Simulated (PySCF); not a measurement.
A side-by-side comparison of computed properties.

First species: C6H11NOSi.
Structure used (GFN2-xTB), in Å, numbered top down from 1:
```
atom  x, y, z in Å
C1     4.2219   -1.3437   -1.0426
C2     3.0807   -1.3257   -0.3612
C3     2.2960   -0.1203   -0.1778
N4     1.2166   -0.1310    0.4697
Si5    0.0465    1.0472    0.8947
C6    -1.5816    0.3958    0.1835
C7    -1.7662   -0.7861   -0.3917
O8    -2.5406    1.3507    0.3784
C9    -3.8442    1.0913   -0.0820
H10    4.7995   -2.2430   -1.1718
H11    4.6178   -0.4496   -1.4979
H12    2.6797   -2.2194    0.0954
H13    2.7118    0.7855   -0.6394
H14    0.0343    1.0003    2.3578
H15    0.2320    2.4272    0.4248
H16   -2.7117   -1.1362   -0.7733
H17   -0.9320   -1.4553   -0.4896
H18   -4.4303    1.9778    0.1557
H19   -4.2788    0.2201    0.4191
H20   -3.8564    0.9252   -1.1643
```

Second species: C6H11NOSi.
Geometry (GFN2-xTB, Å), atoms numbered from 1 in this order:
```
atom  x, y, z in Å
C1    -3.3847    1.2677   -0.8396
C2    -2.6502    0.8058   -0.0151
C3    -1.7081    0.2083    0.9169
N4    -0.5489   -0.3680    0.2605
C5    -0.8968   -1.5035   -0.5596
Si6    0.7988    0.6580   -0.0800
O7     1.0684    1.5916    1.2291
C8     2.2750   -0.4452   -0.4684
C9     3.4833   -0.2379    0.0287
H10   -4.0458    1.6947   -1.5338
H11   -2.2241   -0.5760    1.4891
H12   -1.3639    0.9808    1.6083
H13   -1.3791   -2.2681    0.0574
H14   -1.5873   -1.2288   -1.3650
H15   -0.0003   -1.9272   -1.0006
H16    0.6044    1.6972   -1.0940
H17    1.3897    1.2033    2.0389
H18    2.1529   -1.2608   -1.1687
H19    4.3354   -0.8517   -0.2230
H20    3.6763    0.5705    0.7159
```

Levels: PBE0/pcSseg-1 for dipole moment, HOMO energy, LUMO energy and HOMO–LUMO gap; GFN2-xTB for rotational constant A and rotational constant C. Geometries: GFN2-xTB. All species are isolated and taken at one optimised geometry, non-relativistic unless stated. Electronic properties by PySCF.

The conformers computed, where there is a choice (atom-mapped SMILES and torsion angles):
- `[CH2:1]=[CH:2]/[CH:3]=[N:4]/[SiH2:5][C:6](=[CH2:7])[O:8][CH3:9]`: C1–C2–C3–N4 180°, C3–N4–Si5–C6 122°, N4–Si5–C6–C7 6°, Si5–C6–O8–C9 180°
- `[CH:1]#[C:2][CH2:3][N:4]([CH3:5])[Si@@H:6]([OH:7])[CH:8]=[CH2:9]`: C2–C3–N4–C5 -66°, C3–N4–Si6–O7 43°, N4–Si6–C8–C9 -135°, H–O7–Si6–N4 68°

Question: Which of the two has the higher rotational constant C, and by how much?

Answer: The second: 0.698 GHz against 0.474 GHz, a difference of 0.224 GHz.

Question: Which has the higher HOMO–LUMO gap?

Answer: The second: 6.31 eV against 5.00 eV, a difference of 1.31 eV.

Question: Which has the higher rotational constant A?

Answer: The first: 4.156 GHz against 2.735 GHz, a difference of 1.421 GHz.

Question: Which has the higher LUMO energy?

Answer: The second: -0.36 eV against -1.62 eV, a difference of 1.26 eV.

Question: Which has the higher dipole moment?

Answer: The second: 1.94 D against 1.73 D, a difference of 0.21 D.

On the first: The dipole equals about 5.8 × 10⁻³⁰ C·m (1 D = 3.33564 × 10⁻³⁰ C·m).

On the second: In atomic units the dipole is 0.76 e·bohr (1 au = 2.5417 D).
